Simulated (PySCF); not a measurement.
First hyperpolarisability of SMILES N#CC=C=C(C#N)C#N, C₆HN₃

Computed, not measured: PySCF 2.14.0, quadratic response CAM-B3LYP/aug-cc-pVDZ first hyperpolarisability, Taylor convention, gas phase. Geometry: PBE0-D3(BJ)/def2-SVP.

Input:
```
{"job": {"kind": "beta", "xc": "CAM-B3LYP", "basis": "aug-cc-pVDZ"}, "charge": 0, "multiplicity": 1}
N      3.248863     1.718757     0.188902
C      2.517817     0.905912    -0.193596
C      1.641013    -0.110473    -0.682730
C      0.379563    -0.194327    -0.342831
C     -0.897144    -0.295405    -0.008922
C     -1.295948    -1.074186     1.131709
N     -1.620768    -1.703110     2.047752
C     -1.916563     0.367125    -0.776395
N     -2.740638     0.896225    -1.393783
H      2.062218    -0.851193    -1.377036
```
Coordinates are in Å.

Command: `OMP_NUM_THREADS=1 python excited_run.py task.json out`

Task: What does the run print?

Result: DR is the depolarisation ratio; parallel is 3/5 of the vector part along the dipole.
```
coarse grid: 10328 points
cycle   1  E = -392.9481154111  dE =  1.771e+00  |g| = 8.821e-01  |ddm| = 1.660e+01
cycle   2  E = -392.3095545325  dE =  6.386e-01  |g| = 1.918e+00  |ddm| = 5.535e+00
cycle   3  E = -393.1626063128  dE = -8.531e-01  |g| = 7.900e-02  |ddm| = 4.461e+00
cycle   4  E = -393.1633689317  dE = -7.626e-04  |g| = 7.038e-02  |ddm| = 4.781e-01
cycle   5  E = -393.1643920296  dE = -1.023e-03  |g| = 1.902e-02  |ddm| = 1.836e-01
cycle   6  E = -393.1644659649  dE = -7.394e-05  |g| = 7.093e-03  |ddm| = 6.042e-02
cycle   7  E = -393.1644775633  dE = -1.160e-05  |g| = 2.539e-03  |ddm| = 2.337e-02
cycle   8  E = -393.1644793110  dE = -1.748e-06  |g| = 4.793e-04  |ddm| = 9.930e-03
final grid: 105600 points
cycle   9  E = -393.2000486914  dE = -9.006e-06  |g| = 1.394e-03  |ddm| = 2.738e-01
cycle  10  E = -393.2000487889  dE = -9.745e-08  |g| = 1.560e-03  |ddm| = 1.174e-02
cycle  11  E = -393.2000492578  dE = -4.690e-07  |g| = 6.577e-04  |ddm| = 5.814e-03
cycle  12  E = -393.2000493494  dE = -9.158e-08  |g| = 1.290e-04  |ddm| = 1.429e-03
cycle  13  E = -393.2000493525  dE = -3.113e-09  |g| = 5.300e-05  |ddm| = 6.355e-04
cycle  14  E = -393.2000493531  dE = -6.198e-10  |g| = 1.605e-05  |ddm| = 1.493e-04
converged SCF energy = -393.2000493531

Lowest singlets (eV, f): 4.9580 0.0003  5.1799 0.0000  5.8404 0.4866

First hyperpolarisability (au)
process     nm      |vector|   parallel      HRS      DR
static         -       99.77     -47.98      40.28   5.471
shg       1907.0      107.93     -51.91      43.38   5.553
eope      1907.0      102.39     -49.24          -       -
shg       1064.0      129.95     -62.48      51.89   5.674
eope      1064.0      108.54     -52.21          -       -
```

It took 38 s wall time on 1 thread of an Arm Neoverse V1, shared host, peak memory 0.84 GiB.
